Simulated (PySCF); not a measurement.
**Electronic structure of I⁺ (iodine, charge +1) at the UHF level**

Configuration: [Kr] 4d10 5s2 5p4, high-spin 3P determinant. All numbers are calculated (PySCF 2.14, the spin-free X2C one-electron Hamiltonian (Gaussian nucleus), in x2c-QZVPPall (13s9p7d4f1g, 112 functions)).

```json
{"Total energy": "-7112.403951 hartree", "One-electron energy": "-9733.8887 hartree", "Hartree (Coulomb) energy": "2801.6210 hartree", "Exchange energy": "-180.1362 hartree", "⟨S²⟩": "2.0112", "⟨L²⟩": "2.046", "Sum of ⟨r⟩": "34.93 bohr", "Sum of ⟨r²⟩": "50.72 bohr²", "Traceless quadrupole moment −½Σ⟨3z² − r²⟩ along its main axis": "-2.37 e·bohr²", "Langevin diamagnetic susceptibility": "-40.2 ×10⁻⁶ cm³/mol"}
```

```tsv
shell	electrons	mean orbital energy (hartree)	spread (hartree)	rms radius, mean of both spins (bohr)
1s α	1	-1225.31557	0	0.0311
1s β	1	-1225.31034	0	0.0311
2s α	1	-193.27024	0	0.127
2s β	1	-193.26819	0	0.127
2p α	3	-173.37173	0.00395	0.113
2p β	3	-173.36688	0.00147	0.113
3s α	1	-40.86192	0	0.334
3s β	1	-40.85608	0	0.334
3p α	3	-34.24090	0.01039	0.335
3p β	3	-34.23250	0.00021	0.335
3d α	5	-24.28036	0.00877	0.313
3d β	5	-24.27705	0.00547	0.313
4s α	1	-8.11426	0	0.787
4s β	1	-8.09888	0	0.787
4p α	3	-5.94093	0.02306	0.845
4p β	3	-5.92330	0.00021	0.845
4d α	5	-2.65694	0.02512	0.992
4d β	5	-2.64451	0.01319	0.992
5s α	1	-1.27785	0	2.09
5s β	1	-1.09052	0	2.09
5p α	3	-0.75217	0.06193	2.48
5p β	1	-0.67593	0	2.48
```

Densities and radii are taken from the X2C orbitals without a picture-change correction, which distorts them close to the nucleus.

Spin-orbit constants ζ (cm⁻¹) from the X2C one-electron operator on these orbitals: bare nucleus, nucleus screened by l(l+1)(2l+1)/3 electrons, and screened by the Breit-Pauli mean field of the electrons.

```
shell     bare  screened nucleus  mean field
   2p  1588000           1528000         n/a
   3p   303000            291600         n/a
   3d    46140             37430         n/a
   4p    56370             54250         n/a
   4d     6471              5250         n/a
   5p     5596              5385         n/a
```

To first order the Landé constant is A = -2692 cm⁻¹, so the lowest level has J = 2 and lies 0.334 eV below the centre of the term. This holds in LS coupling only.
